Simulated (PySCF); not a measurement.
CrO₃, charge +1, doublet, at a GFN2-xTB geometry of the parent state (such geometries of metal compounds can be far from the true shape) (a state made from the parent by changing its charge; the spin is typed, not shown lowest); BLYP/3-21G (PySCF).

The PySCF input:
```python
from pyscf import gto, scf, dft

mol = gto.M(
    atom='''
Cr   -0.000000   -0.000000   -0.000000
O    -1.070771   -1.118354   -0.130168
O    -0.057295    1.242586   -0.931078
O     1.128066   -0.124232    1.061247
''',
    basis='3-21g',
    charge=1,
    spin=1,
    verbose=5,
)

mf = dft.UKS(mol)
mf.xc = 'blyp'
mf.kernel()
```

It wrote (shortened):

```
PySCF version 2.14.0

[INPUT] verbose = 5
[INPUT] max_memory = 4000
[INPUT] num. atoms = 4
[INPUT] num. electrons = 47
[INPUT] charge = 1
[INPUT] spin (= nelec alpha-beta = 2S) = 1
[INPUT] symmetry False subgroup None
[INPUT] Mole.unit = angstrom
[INPUT] Symbol           X                Y                Z      unit          X                Y                Z       unit  Magmom
[...]
[INPUT] ---------------- BASIS SET ----------------
[INPUT] l, kappa, [nprim/nctr], expnt,             c_1 c_2 ...
[INPUT] Cr
[...]
                                423.137           0.377084
                                92.43886          0.680989
[...]
                                26.03727          0.101431
                                7.844172          0.957198
[...]
                                2.497196          0.335115
                                0.805142          0.850248
[...]
                                0.086162          1.093671
[...]
                                26.03727          0.555983
                                7.844172          0.474818
[...]
                                2.497196          0.461625
                                0.805142          0.614539
[...]
                                0.086162          0.999945
[...]
                                2.362264          0.852156
[...]
[INPUT] O
[...]
                                48.4308           0.3515
                                10.4206           0.707658
[...]
                                1.5762            1.22156
[...]
                                1.5762            0.853955
[...]
nuclear repulsion = 233.924811961503
number of shells = 26
number of NR pGTOs = 99
number of NR cGTOs = 54
basis = 3-21g
ecp = {}

******** <class 'pyscf.dft.uks.UKS'> ********
method = UKS
initial guess = minao
damping factor = 0
level_shift factor = 0
DIIS = <class 'pyscf.scf.diis.CDIIS'>
diis_start_cycle = 1
diis_space = 8
diis_damp = 0
SCF conv_tol = 1e-09
SCF conv_tol_grad = None
SCF max_cycles = 50
direct_scf = True
direct_scf_tol = 1e-13
number electrons alpha = 24  beta = 23
XC library pyscf.dft.libxc version 7.1.2
    S. Lehtola, C. Steigemann, M. J. T. Oliveira, and M. A. L. Marques,  SoftwareX 7, 1–5 (2018)
XC functionals = blyp
    A. D. Becke,  Phys. Rev. A 38, 3098 (1988)
    C. Lee, W. Yang, and R. G. Parr,  Phys. Rev. B 37, 785 (1988)
    B. Miehlich, A. Savin, H. Stoll, and H. Preuss,  Chem. Phys. Lett. 157, 200 (1989)
radial grids:
[...]
  2.30474320e+00  2.43953229e+00]
multiplicity <S^2> = 0.7661141  2S+1 = 2.0160497
nelec by numeric integration = [23.99998764 22.9999904 ]
E1 = -2188.034813852985  E2 = 690.6185366772015  Ecoul = 764.2870605945434  Exc = -73.66852391734186
cycle= 14 E= -1263.49146521428  delta_E= -9.05e-10  |g|= 1.13e-05  |ddm|= 5.58e-05
  alpha mo_energy =
[-2.13626894e+02 -2.46659954e+01 -2.09973983e+01 -2.09973981e+01
 -2.09959698e+01 -1.90817865e+01 -1.90815146e+01 -1.90815062e+01
 -3.17632082e+00 -2.17290457e+00 -2.17290416e+00 -2.14726253e+00
 -1.19652594e+00 -1.16799940e+00 -1.16799497e+00 -7.16421862e-01
 -7.16421690e-01 -6.71172297e-01 -6.71169980e-01 -6.60784164e-01
 -6.15517098e-01 -6.00379677e-01 -6.00379265e-01 -5.98298287e-01
 -4.90936345e-01 -4.51288011e-01 -4.51286479e-01 -3.49938490e-01
 -3.49937581e-01 -2.10046510e-01 -1.92773121e-01 -1.37004549e-01
 -1.37003260e-01 -5.51754721e-02 -2.66891629e-02  2.42519095e-02
  2.42555648e-02  9.95417657e-01  9.95419863e-01  1.03151333e+00
  1.03151433e+00  1.05384704e+00  1.11618179e+00  1.14459438e+00
  1.14459640e+00  1.17916242e+00  1.59297013e+00  1.59297069e+00
  1.65729065e+00  1.81759278e+00  1.81759323e+00  2.28365280e+00
  2.28365885e+00  2.42052491e+00]
  beta  mo_energy =
[-2.13626979e+02 -2.46688485e+01 -2.09994585e+01 -2.09994584e+01
 -2.09981939e+01 -1.90730380e+01 -1.90727672e+01 -1.90727588e+01
 -3.18438630e+00 -2.18001305e+00 -2.18001268e+00 -2.15573397e+00
 -1.17455278e+00 -1.14598778e+00 -1.14598337e+00 -7.01846360e-01
 -7.01845824e-01 -6.66120781e-01 -6.66118641e-01 -6.53754530e-01
 -6.02937993e-01 -5.72582510e-01 -5.72582122e-01 -5.52186561e-01
 -4.92706654e-01 -4.49987904e-01 -4.49986287e-01 -3.41648018e-01
 -3.41647714e-01 -2.08067530e-01 -1.90807616e-01 -1.33515871e-01
 -1.33515563e-01 -5.50731620e-02 -2.58172059e-02  2.77711171e-02
  2.77721552e-02  1.00500596e+00  1.00500815e+00  1.04852665e+00
  1.04852859e+00  1.09122617e+00  1.12460384e+00  1.16974802e+00
  1.16974934e+00  1.18957992e+00  1.58771348e+00  1.58771378e+00
  1.65314867e+00  1.81545306e+00  1.81545340e+00  2.30473948e+00
  2.30474517e+00  2.43953207e+00]
multiplicity <S^2> = 0.76611441  2S+1 = 2.01605
nelec by numeric integration = [23.99998764 22.9999904 ]
E1 = -2188.035661187092  E2 = 690.6193840199913  Ecoul = 764.2879235269087  Exc = -73.66853950691737
Extra cycle  E= -1263.4914652056  delta_E= 8.68e-09  |g|= 0.000148  |ddm|= 0.000127
converged SCF energy = -1263.4914652056  <S^2> = 0.76611441  2S+1 = 2.01605
```
